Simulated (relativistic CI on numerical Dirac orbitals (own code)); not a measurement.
# d2 in a ligand field

Computed with a parametric ligand-field model of a d^n configuration (Racah B and C, spin-orbit zeta, crystal field), exact diagonalisation.

Field parameters in Wybourne normalisation: Oh B⁴₀ = 21Dq, B⁴₄ = √(5/14) B⁴₀. The field is a parameter set, without covalency.

(1) Ground term and bands for B = 530, C = 2560, ζ = 0 cm⁻¹, Oh, 10Dq = 17490 cm⁻¹?

(2) Ground term and bands for B = 530, C = 2560, ζ = 0 cm⁻¹, Oh, 10Dq = 21730 cm⁻¹?

(3) Ground term and bands for B = 530, C = 2560, ζ = 0 cm⁻¹, Oh, 10Dq = 11130 cm⁻¹?

(4) Ground term and bands for B = 530, C = 2560, ζ = 0 cm⁻¹, Oh, 10Dq = 20670 cm⁻¹?

(5) Ground term and bands for B = 530, C = 2560, ζ = 0 cm⁻¹, Oh, 10Dq = 18550 cm⁻¹?

Answers

(1) Ground term 3T1 with 0.02 electrons in the two orbitals of the cubic e set. Spin-allowed: 3T2 16345 cm⁻¹ (612 nm), 3T1 23151 cm⁻¹ (432 nm), 3A2 33835 cm⁻¹ (296 nm). Lowest spin-forbidden: 1T2 8549 cm⁻¹ (1170 nm), 1E 8648 cm⁻¹ (1156 nm), 1A1 18862 cm⁻¹ (530 nm).

(2) Ground term 3T1 with 0.01 electrons in the two orbitals of the cubic e set. Spin-allowed: 3T2 20516 cm⁻¹ (487 nm), 3T1 27253 cm⁻¹ (367 nm), 3A2 42246 cm⁻¹ (237 nm). Lowest spin-forbidden: 1T2 8518 cm⁻¹ (1174 nm), 1E 8598 cm⁻¹ (1163 nm), 1A1 19242 cm⁻¹ (520 nm).

(3) Ground term 3T1 with 0.04 electrons in the two orbitals of the cubic e set. Spin-allowed: 3T2 10152 cm⁻¹ (985 nm), 3T1 17125 cm⁻¹ (584 nm), 3A2 21282 cm⁻¹ (470 nm). Lowest spin-forbidden: 1T2 8603 cm⁻¹ (1162 nm), 1E 8758 cm⁻¹ (1142 nm), 1A1 17818 cm⁻¹ (561 nm).

(4) Ground term 3T1 with 0.01 electrons in the two orbitals of the cubic e set. Spin-allowed: 3T2 19471 cm⁻¹ (514 nm), 3T1 26223 cm⁻¹ (381 nm), 3A2 40141 cm⁻¹ (249 nm). Lowest spin-forbidden: 1T2 8525 cm⁻¹ (1173 nm), 1E 8609 cm⁻¹ (1162 nm), 1A1 19161 cm⁻¹ (522 nm).

(5) Ground term 3T1 with 0.02 electrons in the two orbitals of the cubic e set. Spin-allowed: 3T2 17386 cm⁻¹ (575 nm), 3T1 24172 cm⁻¹ (414 nm), 3A2 35936 cm⁻¹ (278 nm). Lowest spin-forbidden: 1T2 8541 cm⁻¹ (1171 nm), 1E 8634 cm⁻¹ (1158 nm), 1A1 18972 cm⁻¹ (527 nm).
